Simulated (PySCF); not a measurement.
Correlation energy of Sr (strontium, neutral)

[Kr] 5s2, closed-shell 1S. All numbers are calculated (PySCF 2.14, scalar relativity by spin-free X2C-1e, in cc-pVDZ-X2C (6s5p3d, 36 functions)). Frozen: [Kr]; 2 electrons correlated.

Total MP2 correlation energy: -15.88 mhartree.

Same-spin part 0.00 and opposite-spin part -15.88 mhartree; SCS-MP2 scales them by 1/3 and 6/5 to -19.06 mhartree.

With two correlated electrons CCSD is exact within the correlated space (frozen core and kept virtual orbitals).

| level | correlation energy (mhartree) |
| --- | --- |
| CCSD | -25.05 |

Diagnostics: T1 = 0.012, D1 = 0.0171, largest double amplitude 0.137.

Cost of the coupled-cluster step: 0.06 s of wall time on 1 thread of Intel(R) Xeon(R) 6975P-C (shared host), for 2 correlated electrons.

Iterations:

```
CC2 = 0
CCSD nocc = 1, nmo = 18
frozen orbitals [0, 1, 2, 3, 4, 5, 6, 7, 8, 9, 10, 11, 12, 13, 14, 15, 16, 17]
max_cycle = 100
direct = 0
conv_tol = 1e-08
conv_tol_normt = 1e-06
diis_space = 8
diis_start_cycle = 0
Init t2, MP2 energy = -3177.36069896485  E_corr(MP2) -0.0158796968695395
Init E_corr(CCSD) = -0.0158796968695416
cycle = 1  E_corr(CCSD) = -0.0214150920793827  dE = -0.00553539521  norm(t1,t2) = 0.0626475
cycle = 2  E_corr(CCSD) = -0.0234604652849199  dE = -0.00204537321  norm(t1,t2) = 0.0279365
cycle = 3  E_corr(CCSD) = -0.0250328682474304  dE = -0.00157240296  norm(t1,t2) = 0.0140372
cycle = 4  E_corr(CCSD) = -0.0250276829728035  dE = 5.18527463e-06  norm(t1,t2) = 0.00331875
cycle = 5  E_corr(CCSD) = -0.0250590602961734  dE = -3.13773234e-05  norm(t1,t2) = 0.000868957
cycle = 6  E_corr(CCSD) = -0.0250464882366815  dE = 1.25720595e-05  norm(t1,t2) = 0.000101475
cycle = 7  E_corr(CCSD) = -0.0250522635664767  dE = -5.7753298e-06  norm(t1,t2) = 5.0324e-05
cycle = 8  E_corr(CCSD) = -0.0250529180014559  dE = -6.54434979e-07  norm(t1,t2) = 3.42033e-06
cycle = 9  E_corr(CCSD) = -0.0250522998451538  dE = 6.18156302e-07  norm(t1,t2) = 3.36449e-06
cycle = 10  E_corr(CCSD) = -0.0250525249231433  dE = -2.25077989e-07  norm(t1,t2) = 1.9234e-06
cycle = 11  E_corr(CCSD) = -0.0250525245985116  dE = 3.24631749e-10  norm(t1,t2) = 3.50318e-08
CCSD converged
E(CCSD) = -3177.369871792578  E_corr = -0.02505252459851156
```
